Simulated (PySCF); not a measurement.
From one molecule to another.

First species: C6H10ClFO2.
Structure used (GFN2-xTB), in Å, numbered top down from 1:
```
atom  x, y, z in Å
C1     1.689   -1.367   -0.183
O2     1.144   -0.311    0.589
C3     0.198    0.518   -0.030
C4    -0.199    1.565    1.025
C5     0.771    1.329   -1.194
O6     0.170    1.761   -2.119
Cl7    2.470    1.713   -0.972
C8    -1.066   -0.227   -0.534
C9    -1.724   -1.076    0.542
F10   -0.721   -1.039   -1.600
H11    2.576   -1.691    0.358
H12    0.992   -2.205   -0.272
H13    1.974   -1.040   -1.186
H14    0.676    2.151    1.292
H15   -0.550    1.053    1.915
H16   -0.974    2.223    0.642
H17   -1.765    0.508   -0.950
H18   -0.974   -1.621    1.109
H19   -2.396   -1.787    0.068
H20   -2.297   -0.448    1.217
```

Second species: C5H11NO3Si.
SMILES: `CCO[C@@H]1C[Si@H](C(N)=O)O1`

Levels: PBE0/pcSseg-1 for dipole moment, HOMO energy, LUMO energy and HOMO–LUMO gap; GFN2-xTB for rotational constant A and rotational constant C. Geometries: GFN2-xTB. All species are isolated and taken at one optimised geometry, non-relativistic unless stated; the electronic structure was computed with PySCF and density fitting.

The conformers computed, where there is a choice (atom-mapped SMILES and torsion angles):
- `[CH3:1][O:2][C@@:3]([CH3:4])([C:5](=[O:6])[Cl:7])[C@H:8]([CH3:9])[F:10]`: C1–O2–C3–C4 -179°, O2–C3–C5–O6 155°, O2–C3–C8–C9 53°
- `[CH3:1][CH2:2][O:3][C@@H:4]1[CH2:5][Si@H:6]([C:7]([NH2:8])=[O:9])[O:10]1`: C1–C2–O3–C4 -175°, C2–O3–C4–C5 178°, C5–Si6–C7–N8 -42°, H–N8–C7–Si6 -178°, H–N8–C7–Si6 -2°

| property | column X | column Y |
| --- | --- | --- |
| dipole moment | 4.15 D | 3.04 D |
| HOMO energy | -6.76 eV | -7.87 eV |
| LUMO energy | -0.76 eV | -1.22 eV |
| HOMO–LUMO gap | 6.00 eV | 6.65 eV |
| rotational constant A | 1.759 GHz | 1.653 GHz |
| rotational constant C | 0.625 GHz | 0.834 GHz |

(1) Which column belongs to which species?

(2) How does each property change from the first species to the second?

Results:

(1) Column X is the second species and column Y the first. The first has 20 atoms and 88 electrons, the second 21 and 86.

(2) dipole moment +1.11 D; HOMO energy +1.11 eV; LUMO energy +0.46 eV; HOMO–LUMO gap -0.65 eV; rotational constant A +0.106 GHz; rotational constant C -0.209 GHz.

On the first: The dipole matches unit charges of opposite sign 0.63 Å apart (1 e·Å = 4.8032 D).

On the second: In atomic units the dipole is 1.63 e·bohr (1 au = 2.5417 D).
